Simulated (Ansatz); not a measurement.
`FC(F)(F)c1ccc(-c2ccc(-c3ccc(-c4ccc(C(F)(F)F)s4)s3)s2)s1`, relaxed as a singlet with RKS PBE-D4/def2-SVP in Ansatz, starting from the GFN2-xTB geometry. Force threshold 0.03 eV/Å.

Single mean-field runs in def2-SVP are fitted with def2-universal-jkfit.

Start:

```csv
atom,x (Å),y (Å),z (Å)
F1,-7.082,-5.896,0.120
C2,-6.751,-4.613,-0.090
F3,-7.249,-4.288,-1.298
F4,-7.451,-3.887,0.801
C5,-5.285,-4.401,0.006
C6,-4.333,-5.358,0.222
C7,-3.035,-4.830,0.231
C8,-3.003,-3.470,0.022
C9,-1.846,-2.635,-0.041
C10,-0.538,-3.035,-0.204
C11,0.367,-1.972,-0.218
C12,-0.233,-0.743,-0.059
C13,0.389,0.534,-0.003
C14,-0.208,1.761,0.179
C15,0.699,2.822,0.196
C16,2.005,2.425,0.025
C17,3.175,3.237,-0.011
C18,4.479,2.839,-0.186
C19,5.389,3.906,-0.170
C20,4.773,5.112,0.017
C21,5.411,6.451,0.086
F22,4.978,7.288,-0.876
F23,6.743,6.379,-0.045
F24,5.176,7.083,1.252
S25,3.059,4.961,0.179
S26,2.114,0.698,-0.160
S27,-1.957,-0.906,0.097
S28,-4.603,-2.826,-0.187
H29,-4.564,-6.397,0.370
H30,-2.155,-5.420,0.401
H31,-0.252,-4.064,-0.326
H32,1.429,-2.085,-0.341
H33,-1.271,1.872,0.297
H34,0.421,3.853,0.329
H35,4.759,1.810,-0.321
H36,6.451,3.797,-0.291
```

Q: Estimate the energy that the relaxation releases and the steps that it takes.

A: 6.9 kcal/mol, in 5 steps; 27 s on 2 threads of AMD EPYC 7R13 on a shared host and a share (18 GiB) of an NVIDIA H100 80GB HBM3. No frequencies were taken in this run, so the end may be a saddle point.

Q: Does the start keep its bonding and symmetry?

A: By distances, no bond broke or formed. The bond that changes most is C14–H33, from 1.08 to 1.10 Å (atoms count from 1).

Q: Predict the relaxed structure.

A: 
| atom | x (Å) | y (Å) | z (Å) |
| --- | --- | --- | --- |
| F1 | -7.1727 | -5.9127 | 0.1258 |
| C2 | -6.8347 | -4.6217 | -0.0927 |
| F3 | -7.3280 | -4.2657 | -1.3052 |
| F4 | -7.4822 | -3.8620 | 0.8256 |
| C5 | -5.3498 | -4.4487 | -0.0166 |
| C6 | -4.4017 | -5.4334 | 0.2043 |
| C7 | -3.0779 | -4.9247 | 0.2260 |
| C8 | -3.0163 | -3.5464 | 0.0154 |
| C9 | -1.8424 | -2.7043 | -0.0361 |
| C10 | -0.5134 | -3.0933 | -0.2114 |
| C11 | 0.3939 | -2.0098 | -0.2053 |
| C12 | -0.2208 | -0.7673 | -0.0290 |
| C13 | 0.3763 | 0.5428 | 0.0237 |
| C14 | -0.2345 | 1.7884 | 0.1887 |
| C15 | 0.6789 | 2.8669 | 0.1938 |
| C16 | 2.0080 | 2.4721 | 0.0327 |
| C17 | 3.2036 | 3.2804 | -0.0117 |
| C18 | 4.5292 | 2.8815 | -0.1893 |
| C19 | 5.4466 | 3.9633 | -0.1752 |
| C20 | 4.8257 | 5.1861 | 0.0125 |
| C21 | 5.4755 | 6.5330 | 0.0792 |
| F22 | 5.0270 | 7.3634 | -0.8953 |
| F23 | 6.8156 | 6.4200 | -0.0600 |
| F24 | 5.2328 | 7.1567 | 1.2592 |
| S25 | 3.1027 | 5.0189 | 0.1748 |
| S26 | 2.1121 | 0.7309 | -0.1248 |
| S27 | -1.9527 | -0.9671 | 0.1481 |
| S28 | -4.6192 | -2.8843 | -0.2199 |
| H29 | -4.6695 | -6.4867 | 0.3570 |
| H30 | -2.1869 | -5.5371 | 0.4162 |
| H31 | -0.2182 | -4.1398 | -0.3638 |
| H32 | 1.4796 | -2.1182 | -0.3365 |
| H33 | -1.3213 | 1.9050 | 0.3023 |
| H34 | 0.3832 | 3.9189 | 0.3111 |
| H35 | 4.8195 | 1.8306 | -0.3260 |
| H36 | 6.5325 | 3.8645 | -0.2979 |
Bond lengths: 17 × C–C 1.38 to 1.50 Å; 8 × C–S 1.74 to 1.75 Å; 6 × C–F 1.35 to 1.36 Å; 8 × C–H 1.10 Å.
